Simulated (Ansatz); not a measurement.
Reaction (formal exchange of groups at a Te–C bond): `[SiH3]C(Cl)(Cl)[TeH]` + `F[SiH3]` → `F[SiH2][TeH]` + `[SiH3]C(Cl)Cl`

Program: Ansatz. Geometries: PBE0-D4/def2-TZVP. ΔE: electronic, gas phase. CBS: MP2 limit from def2 TZ/QZ plus the TZ coupled-cluster correction, frozen cores. This one scheme is used for every species. Functionals use def2-TZVPP. HSE06 is defined as in plane-wave codes. def2 core potentials past Kr. For Te outer-core shells are correlated without core-valence functions, which leaves a few kJ/mol of doubt a bond.

| level | ΔE (kcal/mol) |
| --- | --- |
| LDA (SPW92) | -25.7 |
| revPBE-D4 | -23.8 |
| B2PLYP | -25.2 |
| PBE | -26.9 |
| HSE06 | -28.2 |
| HF/def2-SVP | -30.4 |
| MP2/def2-SVP | -22.7 |
| MP2/CBS(def2) | -21.4 |

Q: What does CCSD(T)/CBS give? (An estimate is asked.)

A: Ansatz gave: -23.1 kcal/mol. The listed levels differ from it by -2.6, -0.7, -2.1, -3.8, -5.1, -7.3, 0.4, 1.7 kcal/mol.

Q: What do rigid-rotor, harmonic-oscillator terms from PBE0-D4/def2-TZVP frequencies (298.15 K, 1 bar) make of the CCSD(T)/CBS value? (Best estimate.)

A: Ansatz gave: ΔZPE = +2.4 kcal/mol, ΔH = -21.0 kcal/mol, ΔS = 19 J/(mol·K), ΔG = -22.3 kcal/mol.

Largest T1 diagnostic among the species: 0.011.

From PBE to PBE0 (25 % exact exchange), in def2-TZVPP and without D4, ΔE moves by −1.4 kcal/mol. The D4 term adds +3.1 kcal/mol with B3LYP and +1.6 kcal/mol with PBE0; it sums over pairs of atoms, weighted by their polarisabilities, and B3LYP, whose exchange is more repulsive, gets the larger term.

B3LYP here is the variant with VWN-RPA as its local correlation; programs differ in this.
